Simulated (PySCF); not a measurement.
An unknown is described by computed data only.

Formula: CH7NOSi2.

* XPS: Si2p3/2 106.2, Si2p3/2 107.0, C1s 294.0, N1s 405.6, O1s 537.4, Si1s 1846.0, Si1s 1846.8 eV [ΔSCF SCAN, pcX-2 on the ionised atom, pcseg-1 elsewhere, spin-free X2C, 2p3/2 from a spin–orbit splitting computed afterwards within the 2p shell]
* UV, strongest line: among the 8 lowest singlet transitions: S5 at 7.35 eV (169 nm, f = 0.167) [TDDFT wB97X-D/def2-SVPD]
* 13C NMR: chemical shifts (computed TMS as zero) by class: 168.7 (1 C) ppm [GIAO PBE0/pcSseg-1]
* Polarisability: 78.7 au [wB97X-D/def2-SVPD]
* Rotational structure: rotational constants A, B, C: 4.033, 2.867, 1.742 GHz [GFN2-xTB]
* 1H NMR: chemical shifts (computed TMS as zero) by class: 8.24 (1 H), 4.63 (2 H), 4.22 (1 H), 4.00 (3 H) ppm [GIAO PBE0/pcSseg-1]
* Triplet: lowest triplet excitation (Tamm–Dancoff): 5.39 eV [TDA wB97X-D/def2-SVPD]
* NMR, other nuclei: isotropic shieldings of nuclei other than C and H, by class: 147 (1 N), -82 (1 O), 416 (1 Si), 473 (1 Si) ppm [GIAO PBE0/pcSseg-1]
* Dipole: 3.50 D [wB97X-D/def2-SVPD]
* UV, first state: lowest singlet excitation: 5.80 eV (214 nm, f = 0.002) [TDDFT wB97X-D/def2-SVPD]

Electronic properties: PySCF, gas phase, density fitting. Levels stand in brackets. Geometry: GFN2-xTB, one conformer, isolated molecule. Each NMR value is the plain mean over a class of atoms that symmetry, rotation or inversion makes alike.

**Question.** Give a SMILES that accounts for the data.

**Answer.** Numbering: `[O:1]=[CH:2][NH:3][SiH2:4][SiH3:5]`. Its formula, CH7NOSi2, gives 1 degree of unsaturation: 0 rings and 1 π bond in the structure found. The one carbon: amide carbonyl carbon [C2] (168.7 ppm). Hydrogen classes from least to most shielded: 1 H on an amide carbonyl carbon, C2 (8.24 ppm), 2 H on an SiH2 silicon, Si4 (4.63 ppm), 1 H on an amide nitrogen, N3 (4.22 ppm), 3 H on an SiH3 silicon, Si5 (4.00 ppm, a mean of values up to 0.7 ppm apart in this geometry). The other shieldings belong to: 147 ppm, amide nitrogen [N3]; -82 ppm, amide oxygen [O1]; 416 ppm, SiH2 silicon [Si4]; 473 ppm, SiH3 silicon [Si5]. The core levels belong to: Si2p3/2 106.2 eV, SiH3 silicon [Si5]; Si2p3/2 107.0 eV, SiH2 silicon [Si4]; C1s 294.0 eV, amide carbonyl carbon [C2]; N1s 405.6 eV, amide nitrogen [N3]; O1s 537.4 eV, amide oxygen [O1]; Si1s 1846.0 eV, SiH3 silicon [Si5]; Si1s 1846.8 eV, SiH2 silicon [Si4]. The optimised geometry has point group Cs and is an asymmetric top. Structure: `N([SiH2][SiH3])C=O`. Computed isomers that give other values at the same levels: `C=N[SiH2]O[SiH3]` (1H chemical shifts (computed TMS as zero) by class: 8.79 (1 H), 8.66 (1 H), 5.28 (2 H), 5.22 (3 H) ppm); `O=CN([SiH3])[SiH3]` (13C chemical shifts (computed TMS as zero) by class: 174.0 (1 C) ppm); `NC(=O)[SiH2][SiH3]` (13C chemical shifts (computed TMS as zero) by class: 183.0 (1 C) ppm). The assignments are read from this structure; whether some other isomer fits the data as well wasn't checked.

Conformer computed: `[O:1]=[CH:2][NH:3][SiH2:4][SiH3:5]`: O1–C2–N3–Si4 0°, C2–N3–Si4–Si5 0°.
